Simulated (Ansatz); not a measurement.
C2H4SZn, SMILES `C[C](=S)[ZnH]`, relaxed with RKS PBE0-D4/def2-TZVP in Ansatz from a GFN2-xTB geometry. The force threshold is 0.005 eV/Å; the program also tests the step.

Total charge 0; spin multiplicity 1.

Start:

```xyz
8

C     0.058   -1.277   -0.074
C     0.086    0.182    0.203
S     0.805    0.734    1.568
Zn   -0.511    1.896   -0.637
H    -0.977   -1.617   -0.135
H     0.514   -1.478   -1.044
H     0.581   -1.840    0.700
H    -0.557    3.400   -0.581
```

| step | energy (eV) | largest force (eV/Å) | largest move (Å) |
| --- | --- | --- | --- |
| 1 | -61381.1659 | 1.117 | 0.000 |
| 2 | -61381.3164 | 0.463 | 0.170 |
| 3 | -61381.3570 | 0.453 | 0.195 |
| 4 | -61381.3575 | 0.511 | 0.049 |
| 5 | -61381.3713 | 0.079 | 0.030 |
| 6 | -61381.3716 | 0.060 | 0.017 |
| 7 | -61381.3719 | 0.027 | 0.009 |
| 8 | -61381.3720 | 0.005 | 0.004 |
| 9 | -61381.3720 | 0.001 | 0.002 |

End:

```xyz
8

C     0.049   -1.242   -0.081
C     0.165    0.179    0.314
S     0.905    0.670    1.684
Zn   -0.382    1.892   -0.420
H    -1.009   -1.503   -0.205
H     0.504   -1.387   -1.067
H     0.512   -1.919    0.642
H    -0.744    3.311   -0.866
```

Hardware: 4 threads of an Arm Neoverse V1 on a shared host. Wall time 31 s, peak host memory 0.47 GiB.
